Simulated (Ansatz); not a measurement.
Basis-set extrapolation for `C[Si](C)(F)C#N` (PBE0-D4/def2-TZVP geometry, frozen core, Ansatz 0.2.0). Multiplicity 1, RHF reference.

```tsv
	def2-TZVPP	def2-QZVPP
HF	-560.150315	-560.171594
MP2 correlation	-1.052130	-1.130166
CCSD(T) correlation	-1.130954	not run
```

Energies in hartree. Use E(X) = E(∞) + A·exp(−7.88·√X) for Hartree–Fock and E(X) = E(∞) + B·X^(−2.97) for correlation, with X = 3 and 4, and add CCSD(T) minus MP2 of the smaller set to the MP2 limit.

What is the CCSD(T) energy at the basis-set limit?

HF limit: -560.171594 + (-0.021279) × 0.13774 = -560.17452. MP2 limit: -1.130166 + (-0.078036) × 0.74074 = -1.18797. Higher-order term: -1.130954 − (-1.052130) = -0.07882. Total: -561.44131 hartree, 4.35 eV below CCSD(T)/def2-TZVPP.
